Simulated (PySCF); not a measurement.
AlF2, charge +2, quartet, at a GFN2-xTB geometry of the parent state (such geometries of metal compounds can be far from the true shape) (a state made from the parent by changing its charge; the spin is typed, not shown lowest); PySCF with MP2/def2-SV(P).

Input for PySCF:
```python
from pyscf import gto, scf, mp

mol = gto.M(
    atom='''
Al    0.00000000    0.00000000    0.00000000
F     0.00000000    0.00000000    1.61313589
F    -0.00000000   -0.00000000   -1.61313589
''',
    basis='def2-sv(p)',
    charge=2,
    spin=3,
    verbose=3,
)

mf = scf.UHF(mol)
mf.kernel()

pt = mp.MP2(mf)
pt.kernel()
print('E(MP2) = %.10f' % pt.e_tot)
```

### Question
Predict the main parts of the log of this PySCF run.

### Answer

```
converged SCF energy = -439.140351475984  <S^2> = 3.8261838  2S+1 = 4.0379123
E(UMP2) = -439.770093114163  E_corr = -0.629741638179002
E(SCS-UMP2) = -439.619242708063  E_corr = -0.47889123207833
E(MP2) = -439.7700931142
```
